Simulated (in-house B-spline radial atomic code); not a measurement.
A fraction x of an electron is removed from 4d in Pd⁵⁺, starting from [Kr] 4d5 and keeping the highest spin. Computed with a B-spline radial code for spherical atoms: scalar-relativistic (X2C) PBEsol, spin-polarised, spherical fractional occupations, Fermi nucleus of rms radius 4.5318 fm.

```
   x  E(x) - E(0) (eV)  4d up level (eV)
   0            0.0000           -75.866
0.11            8.4492           -77.757
0.17           13.1457           -78.794
0.32           25.1599           -81.398
0.42           33.3870           -83.146
 0.5           40.0948           -84.550
0.61           49.5019           -86.491
0.74           60.8955           -88.797
0.82           68.0563           -90.224
0.95           79.9367           -92.554
   1           84.5868           -93.454
```

The exact functional would give a straight line between the two integer points. Deviations E(x) - E(0) - x[E(1) - E(0)], in eV: -0.855 at x = 0.11, -1.234 at x = 0.17, -1.908 at x = 0.32, -2.139 at x = 0.42, -2.199 at x = 0.5, -2.096 at x = 0.61, -1.699 at x = 0.74, -1.305 at x = 0.82, -0.421 at x = 0.95.

The curve lies below the straight line by up to 2.199 eV (at x = 0.5): convex, the delocalisation error that favours fractional charges.

**Question.** How well does Slater's transition state (minus the level at half occupation) give the ionisation energy?

**Answer.** It gives 84.550 eV against 84.587 eV from the two total energies; NIST lists 84.10 eV, ground level to ground level.
